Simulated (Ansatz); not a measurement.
System (SMILES): [GeH] (GeH), doublet.
Atoms: Ge1, H2. Bonds: Ge1-H2.

Basis-set convergence of the optimised Ge1-H2 bond length at PBE0 with Ansatz (a quantum-chemistry and plane-wave program). All functions are spherical. The program fits the integrals of some runs and decomposes those of others, by size. Open shells are unrestricted. No added dispersion term, no relativity. Reference: the value in aug-cc-pV5Z, 1.5981 Å, itself unsure by roughly 0.0002 Å (its mean distance from pcseg-4, aug-pcseg-3, aug-cc-pVQZ). Deviations are taken from unrounded values.

```csv
basis,functions,optimised Ge1-H2 bond length (Å)
cc-pVDZ,32,1.6074
aug-cc-pVDZ,45,1.6062
pcseg-1,32,1.6028
aug-pcseg-1,45,1.6027
def2-SVP,37,1.6042
def2-SVPD,46,1.6026
def2-TZVP,54,1.6012
def2-TZVPD,63,1.6008
cc-pVTZ,57,1.6004
aug-cc-pVTZ,82,1.6002
pcseg-2,57,1.6012
aug-pcseg-2,82,1.5997
def2-TZVPP,62,1.6016
def2-TZVPPD,71,1.6010
cc-pVQZ,98,1.5984
aug-cc-pVQZ,139,1.5982
pcseg-3,101,1.5987
aug-pcseg-3,142,1.5986
def2-QZVPP,119,1.5985
def2-QZVPPD,128,1.5983
cc-pV5Z,159,1.5982
aug-cc-pV5Z,220,1.5981
```

What the diffuse functions change, pair by pair:
- cc-pVDZ to aug-cc-pVDZ: 13 more functions, deviation 0.0092 to 0.0080 Å
- pcseg-1 to aug-pcseg-1: 13 more functions, deviation 0.0047 to 0.0046 Å
- def2-SVP to def2-SVPD: 9 more functions, deviation 0.0061 to 0.0045 Å
- def2-TZVP to def2-TZVPD: 9 more functions, deviation 0.0031 to 0.0027 Å
- cc-pVTZ to aug-cc-pVTZ: 25 more functions, deviation 0.0022 to 0.0021 Å
- pcseg-2 to aug-pcseg-2: 25 more functions, deviation 0.0031 to 0.0016 Å
- def2-TZVPP to def2-TZVPPD: 9 more functions, deviation 0.0035 to 0.0029 Å
- cc-pVQZ to aug-cc-pVQZ: 41 more functions, deviation 0.0003 to 0.0000 Å
- pcseg-3 to aug-pcseg-3: 41 more functions, deviation 0.0005 to 0.0004 Å
- def2-QZVPP to def2-QZVPPD: 9 more functions, deviation 0.0004 to 0.0002 Å
- cc-pV5Z to aug-cc-pV5Z: 61 more functions, deviation 0.0001 to 0.0000 Å

Leaving out the reference's own pair, they bring the value nearer the reference by more than 0.0002 Å in 6 of 10 pairs.
